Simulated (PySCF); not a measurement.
## Mg: excitation energy

Mg [Ne] 3s2 (1S) → Mg [Ne] 3d2 (3F), as a difference of total energies. Computed with PySCF 2.14 in aug-cc-pVDZ-DK, with scalar relativity by spin-free X2C-1e. Correlated levels: valence: [Ne] frozen. The calculations carry no spin-orbit coupling.

```tsv
method	excitation energy (eV)
UHF	14.040
MP2 (valence)	14.623
SCS-MP2 (valence)	14.745
CCSD (valence)	14.925
```

Problem. How much does correlation contribute at MP2 (valence)?

Solution. 14.623 − (14.040) = 0.583 eV, measured against UHF.

The upper state lies above the first ionisation limit, where it may autoionise and the basis confines it.

The promoted electron is Rydberg-like, and one or two diffuse shells describe it only roughly, which tends to raise the upper state.

With two correlated electrons CCSD is exact in that space.
